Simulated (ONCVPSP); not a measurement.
# Logarithmic derivatives: nickel (Ni), ONCV

Ni (Z = 28), optimised norm-conserving Vanderbilt (ONCV), made with ONCVPSP 4.0.1 (PBEsol, scalar-relativistic). Core [Ne], reference 3s2 3p6 3d8 4s0.5 (charge +1.5). Waves: 3s+4s: rc 1.20 bohr, ncon 3, nbas 6, qcut 12.8 1/bohr, 2 projectors; 3p: rc 1.05 bohr, ncon 3, nbas 6, qcut 12.2 1/bohr, 1 projector; 3d: rc 1.20 bohr, ncon 4, nbas 9, qcut 12.4 1/bohr, 1 projector. Local part: polynomial inside 0.85 bohr (lpopt 5, dvloc0 0 Ha). Core correction: Teter function, fcfact 6, rcfact 1.6.

The phase is arctan(r·R′/R) of the radial function R(r), unwrapped; energies in Ha, scanned from -6 to 5 Ha. A pole is an energy at which the radial function vanishes at the test radius. The pseudo phase is shifted by a multiple of π to meet the all-electron one at the reference energy, and phase errors are pseudo minus all-electron; the curves can meet again beyond the range given. Levels narrower than the energy grid can be missing from the lists of poles.

| channel | radius (bohr) | reference energy (Ha) | poles, all-electron | poles, pseudo | unbroken range about the reference energy with phases within 0.05 rad | phase error 1 Ha above the reference energy (rad) |
| --- | --- | --- | --- | --- | --- | --- |
| s | 1.22 | -0.63 | -3.79 | -3.79 | the whole range | +0.000 |
| p | 1.06 | -3.14 | -1.20 | -1.21 | below 3.5 | -0.001 |
| d | 1.22 | -0.85 | 0.30 | 0.34 | below 2.0 | +0.006 |

Phases in the s channel:

```csv
E (Ha),all-electron,pseudo
-5.96,0.551,0.551
-5.40,-0.354,-0.354
-4.84,-1.145,-1.145
-4.28,-1.443,-1.443
-3.72,-1.584,-1.584
-3.16,-1.672,-1.672
-2.60,-1.739,-1.739
-2.04,-1.800,-1.800
-1.48,-1.862,-1.862
-0.92,-1.931,-1.931
-0.36,-2.017,-2.017
0.20,-2.132,-2.132
0.76,-2.298,-2.298
1.32,-2.554,-2.555
1.88,-2.938,-2.939
2.44,-3.402,-3.404
3.00,-3.793,-3.795
3.56,-4.053,-4.055
4.12,-4.220,-4.222
4.68,-4.332,-4.333
```
